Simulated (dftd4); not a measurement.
H2O2Zn (SMILES [OH][Zn][OH]), singlet, at a GFN2-xTB geometry (such geometries of metal compounds can be far from the true shape); dftd4 with D4 for blyp.

The dftd4 input:
```
$ dftd4 mol.xyz --func blyp --charge 0 --json dftd4.json --noedisp --grad

# file mol.xyz
5

Zn    -0.00043581     0.16948187     0.03107190
O      1.25323209    -0.15772531    -1.08183775
H      1.82660149     0.51561231    -1.44172741
O     -1.25144443    -0.53747576     0.95438330
H     -1.82782845    -0.03845981     1.52920600
```

What the program printed (banner, timings and long lists left out):

```
                    ____  _____ _____     ____  _  _
      -------------|  _ \|  ___|_   _|---|  _ \| || |------------
     |             | | | | |_    | | ___ | | | | || |_           |
     |             | |_| |  _|   | ||___|| |_| |__   _|          |
     |             |____/|_|     |_|     |____/   |_|            |
     |             ===================================           |
     |            E. Caldeweyher, S. Ehlert & S. Grimme          |
     |          Mulliken Center for Theoretical Chemistry        |
     |                    University of Bonn                     |
      -----------------------------------------------------------

Rational (Becke-Johnson) damping: blyp-D4-ATM
---------------------
  s6         1.0000
  s8         2.3408
  s9         1.0000
  a1         0.4449
  a2         4.0933
 alp        16.0000
--------------------

Dispersion energy:      -4.4162071180984E-03 Eh

Gradient norm:           6.6810996704832E-04 Eh/a0
--------------------------------------------------
     #    Z           dE/dx      dE/dy      dE/dz
--------------------------------------------------
     1   30 Zn   -2.089E-07  8.123E-05  1.489E-05
     2    8 O     3.584E-04  8.930E-06 -2.996E-04
     3    1 H     2.991E-05  9.307E-06 -2.345E-05
     4    8 O    -3.581E-04 -9.970E-05  2.829E-04
     5    1 H    -2.993E-05  2.337E-07  2.520E-05
--------------------------------------------------

Virial:
--------------------------------------------------
      component           x          y          z
--------------------------------------------------
          x       1.902E-03  2.882E-04 -1.547E-03
          y       2.882E-04  1.337E-04 -2.180E-04
          z      -1.547E-03 -2.180E-04  1.260E-03
--------------------------------------------------

[Info] Dispersion results written to 'dftd4.txt'
[Info] JSON dump of results written to 'dftd4.json'
```
